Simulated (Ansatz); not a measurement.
Saddle point of SiNH$_{6}$BrO, singlet (SiNH₅O ([NH2][SiH2][OH]) + HBr → SiNH₄Br ([NH2][SiH2][Br]) + H₂O; bonds formed: Si1–Br7, O2–H6; bonds broken: Si1–O2, H6–Br7), PBE0-D4/def2-TZVP structure:

Si1  (-0.556, 0.062, -0.312)
O2  (1.281, 0.491, -0.148)
H3  (-0.635, -0.290, -1.738)
H4  (-1.774, 0.496, 0.403)
N5  (-0.219, -1.333, 0.671)
H6  (1.294, 1.474, -0.325)
Br7  (-0.398, 2.597, -0.925)
H8  (1.586, 0.266, 0.743)
H9  (-0.959, -1.678, 1.261)
H10  (0.381, -2.085, 0.369)
(Å)

Energies are electronic, without zero-point energy. Barriers and step energies count from the start structure reached by relaxing down the imaginary mode; all methods use the PBE0-D4 structures, on which another method's saddle can fall below an end. Computed with Ansatz 0.2.0 (basis: def2-TZVPP, with def2-QZVPP for the basis limit); correlated methods freeze the cores. Filled d shells of the heavier atoms are correlated. The def2 sets are not built for correlating such inner shells, so the correlated values are less sure here. B3LYP uses VWN-RPA correlation. Extrapolation: Hartree–Fock as exp(−7.88 √X), correlation as X^−2.97.

| method | barrier (kcal/mol) | step energy (kcal/mol) |
| --- | --- | --- |
| SPW92 | 11.62 | -0.02 |
| PBE-D4 | 16.01 | -2.36 |
| BLYP-D4 | 20.32 | -0.31 |
| r2SCAN-D4 | 17.76 | -1.22 |
| B97M-V | 20.49 | -0.68 |
| PBE0-D4 | 16.89 | -2.57 |
| B3LYP-D4 | 20.70 | -0.54 |
| r2SCAN0-D4 | ? | -1.69 |
| BHLYP-D4 | 21.57 | -0.75 |
| CAM-B3LYP-D4 | 21.44 | 0.72 |
| wB97X-V | 19.71 | -1.26 |
| wB97M-V | 17.99 | -1.65 |
| B2PLYP | ? | -0.25 |
| PBE-QIDH | ? | -1.95 |
| RPA on PBE | 22.20 | -0.26 |
| HF | 27.05 | -0.74 |
| MP2 | 20.07 | -1.11 |
| CCSD | 22.24 | -0.61 |
| CCSD(T) | 21.09 | -0.70 |

Question: Fill in the withheld barriers. (To be estimated.)

Answer: The calculation gives: r2SCAN0-D4 17.91; B2PLYP 21.28; PBE-QIDH 18.23 kcal/mol. Each is the energy of the saddle less that of the start structure, by the same method.

For comparison, the barrier by CCSD(T) at an estimated basis limit (MP2 extrapolated from triple and quadruple zeta, plus CCSD(T) − MP2 in triple zeta) is 19.45 kcal/mol.

No T1 diagnostic of these runs exceeds 0.010.

Labels in which every atom is bracketed show which atoms are joined, not bond orders.

For scale, one of the runs: CCSD(T)/def2-TZVPP, 236 basis functions, launched by `ansatz run in.yaml --threads 8 --pin off --events-out ev --progress --plain --max-ram 19148MiB`. The run took 20 s on 8 CPU threads of an Intel Xeon 6975P-C (shared host), with 4.9 GiB of host memory at its peak.
